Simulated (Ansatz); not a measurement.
The cluster Si3Mo⁺, relaxed as a doublet with UKS r2SCAN-D4/def2-SVP in Ansatz, starting from the GFN1-xTB geometry. Force threshold 0.02 eV/Å.

In the def2 sets Mo takes a core potential; there is no spin–orbit coupling. The charge 1 doublet is spin-contaminated (final ⟨S²⟩ up to 1.72, 0.75 for a pure state). No other spin state of charge 1 was run. Another isomer (doublet) lies 1.00 eV lower at PBE0-D4/def2-TZVP; other spin states weren't run for this one.

Start:

Cartesian coordinates in Å:
```
Mo -1.4675 0.7482 1.1393
Si 0.9128 0.4632 0.8582
Si -0.9018 -0.4689 -0.8682
Si 1.4565 -0.7425 -1.1293
```

| step | energy (eV) | largest force component (eV/Å) | SCF passes |
| --- | --- | --- | --- |
| 1 | -25468.4484 | 2.281 | 429 |
| 2 | -25469.0590 | 0.253 | 147 |
| 3 | -25469.0617 | 0.164 | 81 |
| 4 | -25469.0631 | 0.006 | 86 |

Force components are those of the run's own axes.

End:

```xyz
4

Mo   -1.502    0.765    1.165
Si    0.764    0.400    0.740
Si   -0.779   -0.392   -0.728
Si    1.517   -0.774   -1.177
```

By distances, no bond broke or formed. The bond that changes most is Si2–Si3, from 2.67 to 2.27 Å (atoms count from 1).

No frequencies were taken in this run, so the end may be a saddle point.

Run time 90 s (4 threads of Arm Neoverse V2 on a shared host).
